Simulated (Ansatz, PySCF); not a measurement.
Dimer: HF (SMILES F) (first 2 atoms) with CH3Br (SMILES CBr); geometry from B3LYP-D3(BJ)/def2-TZVP, rigid monomers moved along the line of their centres of mass till H2···Br4 is 3.30 Å.
(charge 0, multiplicity 1):
```xyz
7

F     -0.0394    -0.1485     0.6416
H     -0.0625    -0.6487     1.4319
C     -0.2955     0.9127     4.7713
Br    -0.2173    -1.0510     4.7055
H     -1.2340     1.1788     5.2435
H     -0.2458     1.2659     3.7477
H      0.5551     1.2463     5.3540
```

Interaction energies are E(AB) − E(A) − E(B) at the monomers' geometry in the complex; basis-set methods are counterpoise corrected.

Cores are frozen in the correlated methods. Filled d and f shells under p-block atoms count as core. CBS: X⁻³ extrapolation of the correlation energy, Hartree–Fock from the larger set.

Run with Ansatz (Gaussian orbitals); PySCF for the dispersion terms. Each number belongs to the level named beside it.

PBE/def2-TZVPPD gives -2.14 kcal/mol for the interaction energy.

**Question.** Predict the shift from PBE, with its sign, for: PBE-D3(BJ)/def2-TZVPPD, r2SCAN/def2-TZVPPD, PBE0/def2-TZVPPD, wB97M-V/def2-TZVPPD, MP2/CBS(aug-cc-pVDZ, aug-cc-pVTZ), CCSD(T)/CBS(aug-cc-pVDZ, aug-cc-pVTZ).

**Answer.** PBE-D3(BJ)/def2-TZVPPD -0.37; r2SCAN/def2-TZVPPD -0.03; PBE0/def2-TZVPPD 0.09; wB97M-V/def2-TZVPPD -0.04; MP2/CBS(aug-cc-pVDZ, aug-cc-pVTZ) -0.03; CCSD(T)/CBS(aug-cc-pVDZ, aug-cc-pVTZ) -0.06 kcal/mol. 1 of 6 lie above PBE; the widest gap is to PBE-D3(BJ)/def2-TZVPPD.

Ansatz is a first-principles code.
